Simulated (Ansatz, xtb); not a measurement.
## C4H10OSi: which of two isomers lies lower

Structure X: `CO[C@@H]1C[C@@H]1[SiH3]`, a singlet. Structure Y: `CO[C@@H]1C[C@H]1[SiH3]`, a singlet. Both are isolated molecules in the gas phase, relaxed with PBE0-D3(BJ)/def2-SVP; the shapes shown needn't be the lowest conformers.

X (Å):

```yaml
atoms:
  - { symbol: C, position_ang: [0.1584, -0.2165, 2.1816] }
  - { symbol: C, position_ang: [-0.2474, 0.9832, 0.2372] }
  - { symbol: C, position_ang: [-1.0728, 1.1136, -0.9840] }
  - { symbol: C, position_ang: [0.1768, 0.2482, -1.0141] }
  - { symbol: O, position_ang: [-0.7982, 0.2877, 1.2934] }
  - { symbol: Si, position_ang: [0.0154, -1.6060, -1.1948] }
  - { symbol: H, position_ang: [0.7613, 0.5923, 2.6376] }
  - { symbol: H, position_ang: [0.8517, -0.9225, 1.6861] }
  - { symbol: H, position_ang: [-0.3758, -0.7490, 2.9802] }
  - { symbol: H, position_ang: [0.3752, 1.8403, 0.5367] }
  - { symbol: H, position_ang: [-2.0393, 0.6010, -0.9624] }
  - { symbol: H, position_ang: [-1.0702, 2.0621, -1.5269] }
  - { symbol: H, position_ang: [1.0383, 0.6799, -1.5378] }
  - { symbol: H, position_ang: [1.1954, -2.3133, -0.6033] }
  - { symbol: H, position_ang: [-1.2267, -2.0981, -0.5290] }
  - { symbol: H, position_ang: [-0.0470, -1.9630, -2.6466] }
```

Y (Å):

```xyz
16

C    -1.2129    0.7395    1.4245
C     0.0979    1.0327   -0.4627
C     0.2451    1.7860   -1.7277
C    -0.6544    0.5633   -1.6907
O    -0.6049    1.6463    0.5507
Si   -0.1980   -1.0167   -2.5686
H    -1.7415    1.3190    2.1937
H    -0.4708    0.0868    1.9235
H    -1.9417    0.0902    0.9029
H     0.9459    0.4187   -0.1199
H    -0.2503    2.7594   -1.7644
H     1.1974    1.7339   -2.2636
H    -1.7241    0.8022   -1.6563
H    -0.5298   -0.9561   -4.0260
H     1.2769   -1.2341   -2.4288
H    -0.9124   -2.1889   -1.9731
```

Q: Estimate E(Y) − E(X) at the level CCSD(T)/def2-SVP + ΔMP2/def2-TZVPP.

A: Too close to call at this level: CCSD(T)/def2-SVP + ΔMP2/def2-TZVPP gives E(Y) − E(X) = +0.001 eV.

Level by level:

```tsv
level	geometry	E(Y) − E(X) (eV)	departure from the last row (eV)	job, with rough time for the two
GFN2-xTB	GFN2-xTB	+0.036	+0.035	optimisation, 0.24 s
HF/STO-3G	GFN2-xTB	−0.025	−0.026	single point, 0.56 s
r2SCAN-D4/def2-SVP	GFN2-xTB	+0.012	+0.011	single point, 3.8 s
PBE0-D3(BJ)/def2-SVP	PBE0-D3(BJ)/def2-SVP	+0.016	+0.015	optimisation, 58 s
HF/def2-SVP	PBE0-D3(BJ)/def2-SVP	−0.005	−0.006	part of the CCSD(T) run
MP2/def2-SVP	PBE0-D3(BJ)/def2-SVP	+0.015	+0.014	part of the CCSD(T) run
CCSD(T)/def2-SVP	PBE0-D3(BJ)/def2-SVP	+0.018	+0.017	single point
CCSD(T)/def2-SVP + ΔMP2/def2-TZVPP	PBE0-D3(BJ)/def2-SVP	+0.001		single point, 67 s
```

As drawn, both hold the same kinds of bond in the same numbers.

The largest departure from CCSD(T)/def2-SVP + ΔMP2/def2-TZVPP is that of GFN2-xTB, 0.035 eV. The last row adds to CCSD(T) the change of the MP2 difference between the two basis sets, here −0.017 eV.

With thermal terms from frequencies at re-optimised GFN2-xTB minima (ideal gas, soft modes damped towards free rotors, one conformer each, 298.15 K, 1 atm): the zero-point term adds −0.007 eV; ΔH is +0.001 and ΔG −0.025 eV.

The correlated steps freeze 10 core orbitals. Codes used: Ansatz 0.2.0, xtb 6.7.1; the last row on 2 threads of Intel(R) Xeon(R) Platinum 8488C (Sapphire Rapids) on a shared host.
